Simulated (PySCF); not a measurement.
HO (SMILES [OH-]), charge -1, singlet, at a GFN2-xTB geometry (in this run its highest filled SCF level lies above zero, so its values depend strongly on the basis, on diffuse functions most of all), atoms displaced at random by about 0.02 Å a coordinate. Base run: PBE/aug-cc-pVDZ (PySCF).

Here is a job for PySCF.
```python
from pyscf import gto, scf, dft
from pyscf.geomopt import geometric_solver

mol = gto.Mole()
mol.atom = '''
    O     0.00085783    0.08810079   -0.10921990
    H    -0.01019782   -0.01936437    0.87980041
'''
mol.basis = 'aug-cc-pvdz'
mol.charge = -1
mol.verbose = 3
mol.build()

def method(m):
    mf = dft.RKS(m)
    mf.xc = 'pbe'
    return mf

conv, mol_eq = geometric_solver.kernel(method(mol), maxsteps=100)
print('optimisation converged:', conv)
print(mol_eq.tostring(format='xyz'))
mf = method(mol_eq)
mf.kernel()
```

The base run was repeated with changes; each row names its change, and settings that it needs were set with it.

```csv
change,ΔE vs base (kcal/mol),optimiser steps
base,0.000,4
coordsys = cart,0.000,4
convergence_set = TURBOMOLE,0.000,4
coordsys = prim,0.000,4
convergence_set = GAU_VERYTIGHT,0.000,16
convergence_set = GAU_LOOSE,0.000,4
coordsys = hdlc,0.000,4
```
